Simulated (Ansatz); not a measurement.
AlI₂ (SMILES [I][Al+][I]), charge +1, singlet, at a GFN2-xTB geometry (such geometries of metal compounds can be far from the true shape) (all electrons, no relativity); B3LYP/STO-3G (Ansatz, an electronic-structure program).

Input for Ansatz:
Ansatz 0.2 input:
```yaml
crystal:
  periodic: [false, false, false]
  atoms:
    - {symbol: Al, position_ang: [0.00000000, 0.00000000, 0.00000000]}
    - {symbol: I, position_ang: [-0.00000000, -0.00000000, -2.47377043]}
    - {symbol: I, position_ang: [0.00000000, 0.00000000, 2.47377043]}
basis:
  gaussian:
    orbitals: STO-3G
hamiltonian:
  xc: b3lyp
total_charge: 1
accuracy: high
```

Q: What does Ansatz print? Leave out banner, timings and long lists.

A: 
```
Functional definition: B3LYP
838 factors; integrals over basis functions are off by at most 4.8e-9 eV
mean field evaluation 1: about -379459.6717 eV, gradient 3.1e1 eV
mean field evaluation 2: about -379431.0055 eV, gradient 8.9e1 eV
mean field evaluation 4: about -379465.1183 eV, gradient 7.1e-1 eV
mean field evaluation 8: about -379465.1082 eV, gradient 2.1e-3 eV
mean field evaluation 16: about -379465.1082 eV, gradient 1.7e-9 eV
mean field -379465.10815398 eV, -13945.0855139704 hartree, gradient 1.6e-9 eV, S^2 0.000000; 0 other end points of the search recorded, 0 dependent functions left out
reference -379465.10818621 eV, -13945.0855151547 hartree; 59, 59 occupied and 4, 4 virtual orbitals, 838 factors
Total energy: -379465.10818621 eV, -13945.0855151547 hartree
```
